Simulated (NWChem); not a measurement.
Correlation energy of ClTl

SMILES: [Cl][Tl]
```xyz
2

Tl     0.0000     0.0000    -0.4371
Cl     0.0000     0.0000     2.0825
```
Charge 0, spin multiplicity 1.

All runs are NWChem calculations. All single points use one geometry, from PBE0/def2-SVP with def2 effective core potentials on Tl, a minimum by its harmonic frequencies.

Basis set: def2-TZVP. Each correlation energy counts from its own Hartree-Fock reference.

| method | correlation energy (mHa) | difference from CCSD(T) |
|---|---|---|
| CR-CCSD(T) | -549.1 | +3.8 |
| SCS-MP2 | -505.2 | +47.7 |
| CCSD | -536.5 | +16.4 |
| CCSD(T) | -552.9 | 0.0 |
| CCSD+T(CCSD) | -553.6 | -0.7 |
| MP2 | -547.8 | +5.1 |
| CR-CCSD[T] | -549.6 | +3.3 |

The values span 48.5 mHa, from CCSD+T(CCSD) (lowest) to SCS-MP2 (highest). 

Effective core potentials replace the inner electrons of Tl; spin-orbit coupling is left out. The correlated methods keep 9 core orbitals frozen. The structure started from a generated list of species. No row is a measurement; the coupled-cluster row has its own basis-set and correlation limits.
